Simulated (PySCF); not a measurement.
# From computed data to an observable: entropy of an ideal gas

B(H)2(OMe) (CH5BO), SMILES BOC.

The structure is a stationary point at PBE0-D3(BJ)/def2-TZVP.

PBE0-D3(BJ)/def2-TZVP (PySCF 2.14.0) gives the harmonic wavenumbers 146, 404, 442, 955, 1029, 1041, 1186, 1189, 1235, 1402, 1488, 1490, 1506, 2541, 2650, 3041, 3124, 3132 cm⁻¹ and the rotational temperatures 2.4781, 0.4997, 0.4398 K. The molar mass is 43.86 g/mol, the symmetry number 1, the spin multiplicity 1.

Problem. Work out the entropy at 298.15 K and 1 atm in the rigid-rotor, harmonic-oscillator model.

Solution. 
Translation (Sackur–Tetrode at 1 atm): S = R[1.5 ln M + 2.5 ln T − 1.16487] = 155.9 J/(mol K).
Rotation: q = (√π/σ) T^1.5/√(θA θB θC) = 12400, S = R[ln q + 3/2] = 90.8 J/(mol K).
Vibration: with u = 1.4388 ν/T, each mode gives R[u/(e^u − 1) − ln(1 − e^−u)]:
```csv
ν (cm⁻¹),modes,u,S (J/(mol K))
146,1,0.70,11.40
404,1,1.95,3.97
442,1,2.13,3.43
955,1,4.61,0.47
1029,1,4.97,0.35
1041,1,5.02,0.33
1186,1,5.72,0.18
1189,1,5.74,0.18
1235,1,5.96,0.15
1402,1,6.77,0.07
1488,1,7.18,0.05
1490,1,7.19,0.05
1506,1,7.27,0.05
```
The stiffer modes add less than 0.005 each. Sum 20.7 J/(mol K).
Spin: R ln 1 = 0.0 J/(mol K).
Total 267.4 J/(mol K); the program's own thermochemistry gives 267.4. Translation makes up 58 % and vibration 8 %. Anharmonicity, hindered rotation and orbital degeneracy are left out.
